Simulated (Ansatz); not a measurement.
Process, species as SMILES: O=[Si](Cl)Cl → O=[Si](Cl)Cl as doublet, charge +1 + e-
Structures are relaxed separately at B3LYP-D3(BJ)/def2-TZVP in Ansatz (a program for electronic structure).
Geometry of the first species:
```
Si
O 1 1.5099
Cl 1 2.0170 2 125.67
Cl 1 2.0170 2 125.67 3 180.00
```

Wanted: adiabatic ionisation energy (electronic energy difference), in eV. Correlated levels leave the core frozen unless marked. UHF or UKS for open shells. No spin-orbit coupling. Non-relativistic. CBS marks a two-point X^-3 extrapolation of the correlation energy; Hartree-Fock from the larger set. [CCSD(T)-MP2]/basis is that difference in the basis named.

| level | program | adiabatic ionisation energy (eV) |
|---|---|---|
| SVWN5/def2-TZVPD | Ansatz | ? |
| PBE-D4/def2-TZVPD | Ansatz + dftd4 | 10.61 |
| B97M-V/def2-TZVPD | Ansatz | 10.48 |
| B3LYP-D3(BJ)/def2-TZVPD | Ansatz + dftd3 | 10.64 |
| PBE0-D3(BJ)/def2-TZVPD | Ansatz + dftd3 | 10.54 |
| PBE0-D4/def2-TZVPD | Ansatz + dftd4 | 10.55 |
| BHLYP-D4/def2-TZVPD | Ansatz + dftd4 | ? |
| r2SCANh-D4/def2-TZVPD | Ansatz + dftd4 | 10.50 |
| r2SCAN0-D4/def2-TZVPD | Ansatz + dftd4 | 10.44 |
| LC-wPBE-D4/def2-TZVPD | Ansatz + dftd4 | 10.74 |
| SCS-MP2/6-31G* | Ansatz | 10.65 |
| CCSD/6-31G* | Ansatz | 10.33 |
| RI-MP2/CBS(cc-pV(T+d)Z,cc-pV(Q+d)Z)+[CCSD(T)-MP2]/cc-pV(T+d)Z | Ansatz | ? |

Question: Fill in the missing entries.

Answer: 
- SVWN5/def2-TZVPD, adiabatic ionisation energy (eV): 10.94
- BHLYP-D4/def2-TZVPD, adiabatic ionisation energy (eV): 10.31
- RI-MP2/CBS(cc-pV(T+d)Z,cc-pV(Q+d)Z)+[CCSD(T)-MP2]/cc-pV(T+d)Z, adiabatic ionisation energy (eV): 10.84
